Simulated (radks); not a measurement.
F, configuration [He] 2s2 2p5. All-electron calculation, Dirac Kohn-Sham, OLYP, spin-unpolarised, spherical densities, finite nucleus; open shells are shared between the two j in proportion to 2j + 1; Fermi nuclear charge, rms radius 2.8976 fm. Program: a radial shooting solver on a logarithmic mesh with Libxc functionals.

Unscreened Slater integrals over Kohn-Sham orbitals (eV). Large and small components are both included.

F0(2p3/2,2p3/2): 23.172
F2(2p3/2,2p3/2): 10.176
F0(2p3/2,2p1/2): 23.199
G2(2p3/2,2p1/2): 10.185
F0(2p3/2,2s1/2): 23.915
G1(2p3/2,2s1/2): 14.399
F0(2p3/2,1s1/2): 34.123
G1(2p3/2,1s1/2): 3.5112
F0(2p1/2,2p1/2): 23.226
F0(2p1/2,2s1/2): 23.943
G1(2p1/2,2s1/2): 14.412
F0(2p1/2,1s1/2): 34.204
G1(2p1/2,1s1/2): 3.5271
F0(2s1/2,2s1/2): 24.850
F0(2s1/2,1s1/2): 35.471
G0(2s1/2,1s1/2): 2.5402
F0(1s1/2,1s1/2): 145.63
